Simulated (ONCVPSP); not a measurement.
LDA (Perdew-Zunger) ONCV dataset for Mo, scalar-relativistic all-electron reference.

| Property | Result |
| --- | --- |
| Element | molybdenum |
| Generator | ONCVPSP 4.0.1 |
| Type | optimised norm-conserving Vanderbilt (ONCV) |
| Functional | LDA (Perdew-Zunger) |
| Relativity | scalar-relativistic |
| Frozen core | [Kr] |
| Valence charge | 6 |
| Reference configuration | 4d5 5s1 |
| Partial waves | 5s: rc 3.00 bohr, ncon 3, nbas 7, qcut 1.8 1/bohr, 2 projectors, debl 2.8 Ha; p scattering state at 0.15 Ha: rc 2.30 bohr, ncon 3, nbas 7, qcut 3.8 1/bohr, local; 4d: rc 2.30 bohr, ncon 4, nbas 9, qcut 5.7 1/bohr, 2 projectors, debl 1.1 Ha |
| Local potential | the p channel |
| Core correction | Teter function, fcfact 4.75, rcfact 1.65 |

Poles of the logarithmic derivatives, all-electron (AE) and pseudo (PS). s: poles at 0.6, 3.9 (AE) and 0.6, 2.9, 4.3 (PS) Ha. p: poles at -1.3, 2.9 (AE) and 1.4, 4.7 (PS) Ha. d: poles at 0.3, 4.2 (AE) and 0.3, 4.9 (PS) Ha. Test radii: s 3.05, p 2.33, d 2.33 bohr.

* Cutoffs needed: 13 Ha and 15 Ha (the cutoffs (Ha) at which the residual kinetic energy of the hardest occupied pseudo-wave falls to 1 and 0.1 mHa per electron)
* Ghost test: no bound ghost flagged; GHOST(+) flagged for s at 80.2 eV
* Largest excitation error: -852 meV (all-electron minus pseudo) for 4d3 5s0, out of 4 test configurations
* rms error of d²Exc/dni dnj: 7.79 mHa without and 2.20 mHa with the model core
